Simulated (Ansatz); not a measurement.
A further run on AlGe19PH32, a doped nanocrystal cut from the lattice of germanium (Al and P 4.0 A apart).

```yaml
crystal:
  periodic: [false, false, false]
  atoms:
    - {symbol: P, position_ang: [-3.105570, -3.106425, 0.497525]}
    - {symbol: Ge, position_ang: [-3.301732, -0.150750, -2.126848]}
    - {symbol: Ge, position_ang: [-3.327843, 2.561977, 0.573278]}
    - {symbol: Ge, position_ang: [-0.149265, -3.302687, -2.126074]}
    - {symbol: Al, position_ang: [-0.330424, -0.329883, 0.773084]}
    - {symbol: Ge, position_ang: [2.562787, -3.325363, 0.573765]}
    - {symbol: Ge, position_ang: [2.615828, -0.554912, -2.128807]}
    - {symbol: Ge, position_ang: [-0.556059, 2.616105, -2.128319]}
    - {symbol: Ge, position_ang: [-0.356897, 5.365756, 0.643766]}
    - {symbol: Ge, position_ang: [2.460206, 2.461643, 0.647831]}
    - {symbol: Ge, position_ang: [5.366133, -0.352936, 0.641724]}
    - {symbol: Ge, position_ang: [-1.789000, -4.568689, -0.816225]}
    - {symbol: Ge, position_ang: [-4.567587, -1.791605, -0.818245]}
    - {symbol: Ge, position_ang: [-1.838563, -1.838406, 2.091431]}
    - {symbol: Ge, position_ang: [-1.791439, 1.093793, -0.653431]}
    - {symbol: Ge, position_ang: [-2.119926, 4.224060, 1.903430]}
    - {symbol: Ge, position_ang: [1.093756, -1.790211, -0.653597]}
    - {symbol: Ge, position_ang: [1.111501, 1.110938, 2.191509]}
    - {symbol: Ge, position_ang: [4.226999, -2.117608, 1.901480]}
    - {symbol: Ge, position_ang: [3.879104, 1.022648, -0.743188]}
    - {symbol: Ge, position_ang: [1.019866, 3.880476, -0.741871]}
    - {symbol: H, position_ang: [-3.991725, -3.992499, 1.191948]}
    - {symbol: H, position_ang: [-4.424137, 0.711194, -2.781688]}
    - {symbol: H, position_ang: [-2.617606, -0.969926, -3.259267]}
    - {symbol: H, position_ang: [-4.243218, 1.715668, 1.513547]}
    - {symbol: H, position_ang: [-4.269192, 3.298064, -0.428658]}
    - {symbol: H, position_ang: [-0.968800, -2.620400, -3.259351]}
    - {symbol: H, position_ang: [0.713754, -4.425037, -2.779595]}
    - {symbol: H, position_ang: [1.716904, -4.239218, 1.515920]}
    - {symbol: H, position_ang: [3.297282, -4.268362, -0.427815]}
    - {symbol: H, position_ang: [1.827266, 0.173130, -3.255947]}
    - {symbol: H, position_ang: [3.616537, -1.536404, -2.814634]}
    - {symbol: H, position_ang: [-1.537458, 3.615965, -2.815483]}
    - {symbol: H, position_ang: [0.173480, 1.827408, -3.254403]}
    - {symbol: H, position_ang: [-1.045093, 6.405268, -0.292321]}
    - {symbol: H, position_ang: [0.534219, 6.164038, 1.642136]}
    - {symbol: H, position_ang: [3.428159, 3.429650, 1.405096]}
    - {symbol: H, position_ang: [6.406266, -1.039637, -0.294804]}
    - {symbol: H, position_ang: [6.163623, 0.538699, 1.640294]}
    - {symbol: H, position_ang: [-2.865089, -5.389187, -1.586839]}
    - {symbol: H, position_ang: [-1.164200, -5.479934, 0.277146]}
    - {symbol: H, position_ang: [-5.385929, -2.868750, -1.589694]}
    - {symbol: H, position_ang: [-5.480983, -1.167587, 0.273782]}
    - {symbol: H, position_ang: [-3.050846, -1.294880, 2.917393]}
    - {symbol: H, position_ang: [-1.295000, -3.050315, 2.917912]}
    - {symbol: H, position_ang: [-3.129634, 5.290775, 2.426786]}
    - {symbol: H, position_ang: [-1.505452, 3.518630, 3.143873]}
    - {symbol: H, position_ang: [2.123957, 0.362012, 3.111970]}
    - {symbol: H, position_ang: [0.364061, 2.122004, 3.114667]}
    - {symbol: H, position_ang: [3.524028, -1.504570, 3.144085]}
    - {symbol: H, position_ang: [5.294983, -3.127661, 2.421709]}
    - {symbol: H, position_ang: [4.780056, 1.911371, -1.660910]}
    - {symbol: H, position_ang: [1.907910, 4.782619, -1.659073]}
basis:
  gaussian: {orbitals: STO-3G}
hamiltonian: {xc: {name: wB97}}
scf: {omitted_lower_state_checks: [starts]}
```

```sh
$ ansatz run in.yaml --threads 11 --pin off --events-out ev --progress --plain --max-ram 174080MiB --backend cuda --devices 0, --max-vram 75GiB
```

Shortened log:

```
Functional definition: wB97
  name "wB97"
  cite "Chai & Head-Gordon, J. Chem. Phys. 128, 084106 (2008) doi:10.1063/1.2834918"
  cite "Becke, J. Chem. Phys. 107, 8554 (1997) doi:10.1063/1.475007"
  parameter omega = 0.4/bohr
  parameter cx1 = 1.13116
  parameter cx2 = -2.74915
  parameter cx3 = 12.0900
  parameter cx4 = -5.71642
  parameter css1 = -2.55352
  parameter css2 = 11.8926
  parameter css3 = -26.9452
  parameter css4 = 17.0927
  parameter cos1 = 3.99051
  parameter cos2 = -17.0066
  parameter cos3 = 1.07292
  parameter cos4 = 8.88211
  # The coefficients of nought are those of the uniform gas.
  exchange = spin_sum(e_x_unif_sr(omega)*poly(b97_u_x, 1, cx1, cx2, cx3, cx4)) + exact_x_lr(omega)
  correlation = spin_sum(e_c_pw_same_spin*poly(b97_u_same, 1, css1, css2, css3, css4))
      + integral(e_c_pw_opposite_spin*poly(b97_u_opposite, 1, cos1, cos2, cos3, cos4))
these checks for a lower state are left out or cut short: starts
6173 factors; their error is unknown
1543 factors; integrals over basis functions are off by at most 3.1e-6 eV
mean field evaluation 1: about -1077766.1710 eV, gradient 3.4e1 eV
mean field evaluation 2: about -1077771.6191 eV, gradient 1.2e1 eV
mean field evaluation 4: about -1077772.3063 eV, gradient 7.3e-1 eV
mean field evaluation 8: about -1077772.2597 eV, gradient 5.9e-2 eV
mean field evaluation 16: about -1077770.7999 eV, gradient 2.0e-4 eV
mean field -1077770.79988069 eV, -39607.3463563290 hartree, gradient 7.7e-5 eV, S^2 0.000000; 0 other end points of the search recorded, 0 dependent functions left out
reference -1077770.79986070 eV, -39607.3463555941 hartree; 334, 334 occupied and 58, 58 virtual orbitals, 6173 factors
Total energy: -1077770.79986070 eV, -39607.3463555941 hartree
Checks for a lower state left out: starts
```

It took 13 s on 11 threads of AMD EPYC 7R13 on a shared host and a whole NVIDIA H100 80GB HBM3, peak host memory 1.6 GiB.
